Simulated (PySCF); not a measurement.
# Radial density of Pr²⁺ (praseodymium, charge +2)

r2SCAN, [Xe] 4f3, one real determinant. Computed with PySCF 2.14 in x2c-TZVPPall with one added diffuse shell each of s, p, d, f type (12s8p8d5f2g, 129 functions), with the spin-free X2C one-electron Hamiltonian (Gaussian nucleus).

```csv
r (bohr),4πr²ρ (e/bohr),4πr²(ρα − ρβ)
0.0274,69.24,0.0020
0.0461,79.20,0.0038
0.0776,102.0,-0.0015
0.131,75.25,0.0087
0.220,88.24,0.2508
0.369,36.67,1.2921
0.621,38.38,2.6379
1.04,13.36,2.1034
1.76,6.327,0.6890
2.96,0.7394,0.0575
4.97,0.005551,0.0027
8.36,5.800e-05,0.0000
```

Densities and radii are taken from the X2C orbitals without a picture-change correction, which distorts them close to the nucleus.

⟨L²⟩ = 34.01 against 42 for a pure I term, so this real determinant mixes terms. Spin-orbit coupling, absent here, splits the open shell strongly.
